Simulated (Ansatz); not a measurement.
Geometry optimisation, DFT PBE, scalar-relativistic, plane waves, PAW (Ansatz 0.2.0).

Input:

```yaml
accuracy: low
crystal:
  lattice:
    - [0.0, 5.43, 5.43]
    - [5.43, 0.0, 5.43]
    - [5.43, 5.43, 0.0]
  atoms:
    - { symbol: Si, position: [0.0, 0.0, 0.0] }
    - { symbol: Si, position: [0.125, 0.125, 0.125] }
    - { symbol: Si, position: [0.0, 0.0, 0.5] }
    - { symbol: Si, position: [0.125, 0.125, 0.625] }
    - { symbol: Si, position: [0.0, 0.5, 0.0] }
    - { symbol: Si, position: [0.125, 0.625, 0.125] }
    - { symbol: Si, position: [0.0, 0.5, 0.5] }
    - { symbol: Si, position: [0.125, 0.625, 0.625] }
    - { symbol: Si, position: [0.5, 0.0, 0.0] }
    - { symbol: Si, position: [0.625, 0.125, 0.125] }
    - { symbol: Si, position: [0.5, 0.0, 0.5] }
    - { symbol: Si, position: [0.625, 0.125, 0.625] }
    - { symbol: Si, position: [0.5, 0.5, 0.0] }
    - { symbol: Si, position: [0.625, 0.625, 0.125] }
    - { symbol: Si, position: [0.5, 0.5, 0.5] }
    - { symbol: Si, position: [0.625, 0.625, 0.625] }
    - { symbol: Al, position: [0.8152594, 0.8177081, 0.3020918], spin: 1.0 }
magnetization:
  spin_polarized: true
basis:
  ecutwfc: 420.0
kpoints:
  mp_grid: { grid: [2, 2, 2] }
hamiltonian:
  xc: pbe
  pseudopotentials: { kind: paw, azcp: { folder: soft_1 } }
scf:
  occupations: { method: fermi_dirac, width: 0.05 }
  lower_state_search: "off"
relax:
  f_tol: 0.08
  max_steps: 25
  adjacent_minimum: "off"
output:
  write_density: true
  write_potential: true
  elf: true
  volumetric_format: npy
```

Run as:

```bash
$ ansatz run input.yaml --threads 1 --pin off --max-ram 3072MiB --backend cpu --events-out ev --progress --plain --runs-dir out
```

Q: Where does it end, and by what steps?

A: The run converged. The threshold is loose, so the end isn't yet a minimum. The force dipped under the threshold on the way, but the program's further checks kept it going. Limits of this set-up: coarse k mesh, a small cell, in which the defect meets its images, low accuracy level. After 9 steps the energy has fallen by 2.081 eV; Al17 moved furthest, 1.12 Å. Joined: Si5–Al17 (3.50 → 2.71 Å), Si9–Al17 (3.49 → 2.71 Å), Si14–Al17 (3.51 → 2.43 Å), Si15–Al17 (3.56 → 2.71 Å).

```tsv
step	energy less start (eV)	largest force component (eV/Å)	accepted
0	0.0000	3.218	yes
1	-0.9942	1.301	yes
2	-1.3086	0.215	yes
3	-1.3964	0.360	yes
4	-1.5376	0.432	yes
5	-1.7308	0.273	yes
6	-1.9171	0.155	yes
7	-2.0559	0.066	yes
8	-2.0559	0.066	yes
9	-2.0808	0.077	yes
```

```xyz
17
Lattice="0.0000 5.4300 5.4300 5.4300 0.0000 5.4300 5.4300 5.4300 0.0000" Properties=species:S:1:pos:R:3
Si 0.043 0.042 0.057
Si 1.414 1.413 1.386
Si 2.763 2.762 0.052
Si 4.105 4.105 1.394
Si 2.741 0.036 2.754
Si 4.069 1.440 4.159
Si 5.474 2.769 2.763
Si 6.845 4.098 4.134
Si 0.036 2.740 2.755
Si 1.441 4.068 4.159
Si 2.770 5.473 2.763
Si 4.099 6.844 4.134
Si 2.744 2.743 5.463
Si 4.048 4.047 6.769
Si 5.464 5.464 5.461
Si 6.870 6.869 6.788
Al 5.454 5.453 8.174
```

Run time: 2.9 min on 1 thread of Arm Neoverse V2, with other jobs on the host, peak memory 0.67 GiB.
